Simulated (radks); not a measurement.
Values are calculated unless marked as measured or tabulated.
Ar5+, 13 electrons, occupied as [He] 2s2 2p5 3s2 3p1 4s1 (not the ground configuration). Code: a radial shooting solver on a logarithmic mesh with Libxc functionals. Model: Dirac Kohn-Sham, PBEsol, spin-unpolarised, spherical densities, point nucleus; open shells fill j = l - 1/2 first.

Normalised radial functions P(r) = r R(r) (large component), r in bohr:

r	3p3/2	4s1/2
0.008711	0.0056	0.0694
0.009822	0.0070	0.0766
0.01116	0.0089	0.0848
0.01269	0.0114	0.0935
0.01431	0.0143	0.1020
0.01626	0.0181	0.1115
0.01848	0.0229	0.1212
0.021	0.0289	0.1308
0.02368	0.0359	0.1396
0.02691	0.0450	0.1483
0.03059	0.0563	0.1558
0.03477	0.0700	0.1616
0.0392	0.0855	0.1649
0.04455	0.1053	0.1653
0.05063	0.1289	0.1617
0.05755	0.1567	0.1532
0.06489	0.1868	0.1399
0.07375	0.2232	0.1193
0.08382	0.2641	0.0914
0.0945	0.3058	0.0583
0.1074	0.3531	0.0159
0.1221	0.4013	-0.0331
0.1387	0.4481	-0.0868
0.1564	0.4876	-0.1391
0.1778	0.5210	-0.1931
0.2021	0.5403	-0.2405
0.2297	0.5399	-0.2753
0.259	0.5163	-0.2911
0.2943	0.4613	-0.2842
0.3345	0.3718	-0.2484
0.3771	0.2551	-0.1867
0.4286	0.0973	-0.0919
0.4872	-0.0891	0.0266
0.5537	-0.2939	0.1578
0.6243	-0.4893	0.2778
0.7096	-0.6848	0.3839
0.8064	-0.8484	0.4465
0.9166	-0.9614	0.4465
1.033	-1.0083	0.3781
1.175	-0.9885	0.2312
1.335	-0.9012	0.0220
1.517	-0.7624	-0.2198
1.711	-0.6071	-0.4409
1.944	-0.4397	-0.6319
2.21	-0.2917	-0.7447
2.491	-0.1816	-0.7624
2.832	-0.0981	-0.6897
3.218	-0.0466	-0.5504
3.658	-0.0191	-0.3877
4.124	-0.0072	-0.2483
4.687	-0.0021	-0.1344
5.327	-0.0005	-0.0621
6.055	-0.0001	-0.0241
6.827	0.0000	-0.0083
7.759	0.0000	-0.0022

3p3/2 (empty): eigenvalue -93.928 eV, 1 radial node at r = 0.459 bohr, <r> = 1.19 bohr, 90 % of the charge inside 1.78 bohr. 4s1/2: eigenvalue -46.149 eV, 3 radial nodes at r = 0.112, 0.474, 1.35 bohr, <r> = 2.48 bohr, 90 % of the charge inside 3.51 bohr.
